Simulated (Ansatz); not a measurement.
CH4FGaO2 (`C[O][Ga]([OH])[F]`). Charge 0, multiplicity 1. The structure was optimised at the PBE0-D4/def2-TZVP level. It is one conformer, not always the lowest.

```xyz
9

C     0.697   -0.381   -1.388
O     0.539   -0.490    0.012
Ga   -0.662    0.432    0.915
O    -0.868    0.313    2.661
F    -1.707    1.520    0.040
H    -0.015    0.311   -1.849
H     0.563   -1.367   -1.844
H     1.710   -0.033   -1.614
H    -0.257   -0.306    3.067
```

(1) What is the dipole moment at PBE/def2-TZVPP? (Best estimate.)

(2) And with r2SCAN, B3LYP, ωB97M-V? (Best estimate.)

(3) Give the Mulliken charges with PBE, r2SCAN, ωB97M-V in def2-TZVPP. (Estimate.)

Answers

(1) Ansatz gave: 2.12 D, with components (1.59, -1.39, -0.21) D in this frame, pointing from negative to positive charge.

(2) Computed: r2SCAN 2.17 D, B3LYP 2.20 D, ωB97M-V 2.15 D.

(3) Ansatz gave: 
| atom | PBE | r2SCAN | ωB97M-V |
| --- | --- | --- | --- |
| C1 | -0.13 | 0.02 | -0.16 |
| O2 | -0.31 | -0.40 | -0.39 |
| Ga3 | 0.63 | 0.77 | 0.79 |
| O4 | -0.34 | -0.40 | -0.38 |
| F5 | -0.34 | -0.38 | -0.38 |
| H6 | 0.10 | 0.06 | 0.11 |
| H7 | 0.10 | 0.06 | 0.12 |
| H8 | 0.10 | 0.06 | 0.11 |
| H9 | 0.19 | 0.20 | 0.18 |

B3LYP here is the variant with VWN-RPA as its local correlation; programs differ in this.
